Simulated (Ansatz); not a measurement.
A structure relaxed at PBE0-D4/def2-TZVP, charge 0, multiplicity 1:

```xyz
14

C    -1.2409   -0.5099   -0.6469
B    -0.0887   -0.3516    0.4161
C    -0.0369   -1.2157    1.7232
O     0.9171    0.5524    0.2083
Si    1.2161    1.6342   -0.9996
H    -2.1411   -0.9716   -0.2366
H    -0.8857   -1.1725   -1.4475
H    -1.5226    0.4311   -1.1299
H    -0.2691   -2.2663    1.5229
H     0.9176   -1.1518    2.2477
H    -0.8210   -0.8688    2.4084
H     2.5056    2.2930   -0.6873
H     1.3121    0.9427   -2.3119
H     0.1375    2.6548   -1.0670
```

Give its formula and SMILES.

C2H9BOSi, `CB(C)O[SiH3]`.

Point group (tolerance 0.08 Å, 0.16 Å for H)?

C1.

Summarise the bond lengths by kind.

2 × B–C 1.568 to 1.576 Å; 6 × C–H 1.091 to 1.098 Å; 1 × B–O 1.368 Å; 1 × O–Si 1.649 Å; 3 × H–Si 1.481 to 1.486 Å.

Computed with Ansatz.
